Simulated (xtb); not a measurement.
H$_{3}$OSi, charge +1, singlet, geometry from GFN2-xTB; GFN2-xTB (xtb 6.7.1).

xtb was given this input:
```
$ xtb mol.xyz --gfn 2 --chrg 1 --hess --json

# file mol.xyz
5

O      0.96806077    -0.29274694    -0.01801030
Si    -0.52671752     0.13783196     0.00849571
H      1.90715119    -0.08140312    -0.00537859
H     -0.91460201     1.53346203     0.09340103
H     -1.36299003    -1.03973089    -0.06287995
```

Output, abridged:

```
   ID    Z sym.   atoms
    1    8 O      1
    2   14 Si     2
    3    1 H      3-5

           -------------------------------------------------
          |                Calculation Setup                |
           -------------------------------------------------

           -------------------------------------------------
          |                 G F N 2 - x T B                 |
           -------------------------------------------------

          ...................................................
          :                      SETUP                      :
          :.................................................:
          :  # basis functions                  17          :
          :  # atomic orbitals                  16          :
          :  # shells                            8          :
          :  # electrons                        12          :
          :  max. iterations                   250          :
          :  Hamiltonian                  GFN2-xTB          :
          :  restarted?                      false          :
          :  GBSA solvation                  false          :
          :  PC potential                    false          :
          :  electronic temp.          300.0000000     K    :
          :  accuracy                    1.0000000          :
          :  -> integral cutoff          0.2500000E+02      :
          :  -> integral neglect         0.1000000E-07      :
          :  -> SCF convergence          0.1000000E-05 Eh   :
          :  -> wf. convergence          0.1000000E-03 e    :
          :  Broyden damping             0.4000000          :
          :  net charge                          1          :
          :  unpaired electrons                  0          :
          ...................................................

 iter      E             dE          RMSdq      gap      omega  full diag
   1     -6.9552022 -0.695520E+01  0.158E+01    5.19       0.0  T
   2     -6.9846728 -0.294705E-01  0.108E+01    4.56       1.0  T
   3     -6.9874480 -0.277524E-02  0.181E+00    4.18       1.0  T
   4     -6.9888790 -0.143105E-02  0.802E-01    4.44       1.0  T
   5     -6.9889483 -0.692918E-04  0.325E-01    4.45       1.0  T
   6     -6.9889927 -0.443777E-04  0.260E-01    4.58       1.0  T
   7     -6.9891370 -0.144238E-03  0.114E-01    4.55       1.0  T
   8     -6.9891675 -0.305752E-04  0.765E-03    4.52       5.8  T
   9     -6.9891677 -0.133943E-06  0.369E-03    4.52      12.1  T
  10     -6.9891677 -0.895116E-08  0.395E-03    4.52      11.3  T
  11     -6.9891677 -0.301366E-07  0.374E-04    4.52     119.7  T
  12     -6.9891677  0.143960E-09  0.331E-04    4.52     135.2  T

   *** convergence criteria satisfied after 12 iterations ***

         :::::::::::::::::::::::::::::::::::::::::::::::::::::
         ::                     SUMMARY                     ::
         :::::::::::::::::::::::::::::::::::::::::::::::::::::
         :: total energy              -6.927638031091 Eh    ::
         :: gradient norm              0.000062524620 Eh/a0 ::
         :: HOMO-LUMO gap              4.520177197701 eV    ::
         ::.................................................::
         :: SCC energy                -6.989167624219 Eh    ::
         :: -> isotropic ES            0.134531685057 Eh    ::
         :: -> anisotropic ES         -0.012006943952 Eh    ::
         :: -> anisotropic XC         -0.008561389686 Eh    ::
         :: -> dispersion             -0.001062530618 Eh    ::
         :: repulsion energy           0.061529593128 Eh    ::
         :: add. restraining           0.000000000000 Eh    ::
         :: total charge               1.000000000000 e     ::
         :::::::::::::::::::::::::::::::::::::::::::::::::::::

           -------------------------------------------------
          |                Numerical Hessian                |
           -------------------------------------------------
step length          :   0.00500
[...]
eigval :     2392.40  2437.55  3481.11
 reduced masses (amu)
   1: 21.45   2: 18.14   3: 17.73   4: 17.27   5: 21.10   6:  3.16   7:  4.74   8:  3.37
   9:  2.90  10:  4.10  11:  1.95  12: 19.59  13:  2.02  14:  1.87  15:  1.94
 IR intensities (km·mol⁻¹)
   1: 11.11   2: 10.49   3: 17.34   4: 12.83   5: 22.42   6:  4.88   7:296.08   8:207.33
   9: 22.20  10:  9.98  11: 47.41  12:164.49  13: 65.26  14: 39.35  15:300.02
 Raman intensities (Ä⁴*amu⁻¹)
   1:  0.00   2:  0.00   3:  0.00   4:  0.00   5:  0.00   6:  0.00   7:  0.00   8:  0.00
   9:  0.00  10:  0.00  11:  0.00  12:  0.00  13:  0.00  14:  0.00  15:  0.00
 output can be read by thermo (or use thermo option).
 writing <g98.out> molden fake output.
 recommended (thermochemical) frequency scaling factor: 1.0
           -------------------------------------------------
          |             Thermodynamic Functions             |
           -------------------------------------------------

cs  symmetry found (for desy threshold:  0.10E+00) used in thermo

          ...................................................
          :                      SETUP                      :
          :.................................................:
          :  # frequencies                           9      :
          :  # imaginary freq.                       0      :
          :  linear?                             false      :
          :  only rotor calc.                    false      :
          :  symmetry                               cs      :
          :  rotational number                       1      :
          :  scaling factor                  1.0000000      :
          :  rotor cutoff                   50.0000000 cm⁻¹ :
          :  imag. cutoff                  -20.0000000 cm⁻¹ :
          :.................................................:

    mode    ω/cm⁻¹     T·S(HO)/kcal·mol⁻¹    T·S(FR)/kcal·mol⁻¹   T·S(vib)
   ------------------------------------------------------------------------
   ------------------------------------------------------------------------

   temp. (K)  partition function   enthalpy   heat capacity  entropy
                                   cal/mol     cal/K/mol   cal/K/mol   J/K/mol
 298.15  VIB   1.59                  672.408      6.077      3.177
         ROT  0.475E+04              888.752      2.981     19.805
         INT  0.755E+04             1561.160      9.057     22.982
         TR   0.313E+27             1481.254      4.968     37.457
         TOT                        3042.4141    14.0256    60.4395   252.8791

       T/K    H(0)-H(T)+PV         H(T)/Eh          T*S/Eh         G(T)/Eh
   ------------------------------------------------------------------------
    298.15    0.484840E-02    0.325468E-01    0.287168E-01    0.383000E-02
   ------------------------------------------------------------------------

         :::::::::::::::::::::::::::::::::::::::::::::::::::::
         ::                  THERMODYNAMIC                  ::
         :::::::::::::::::::::::::::::::::::::::::::::::::::::
         :: total free energy          -6.923808031271 Eh   ::
         ::.................................................::
         :: total energy               -6.927638031361 Eh   ::
         :: zero point energy           0.027698382998 Eh   ::
         :: G(RRHO) w/o ZPVE           -0.023868382908 Eh   ::
         :: G(RRHO) contrib.            0.003830000090 Eh   ::
         :::::::::::::::::::::::::::::::::::::::::::::::::::::

           -------------------------------------------------
          | TOTAL ENERGY               -6.927638031361 Eh   |
          | TOTAL ENTHALPY             -6.895091252909 Eh   |
          | TOTAL FREE ENERGY          -6.923808031271 Eh   |
          | GRADIENT NORM               0.000058852056 Eh/α |
          | HOMO-LUMO GAP               4.520247911138 eV   |
           -------------------------------------------------

normal termination of xtb
```
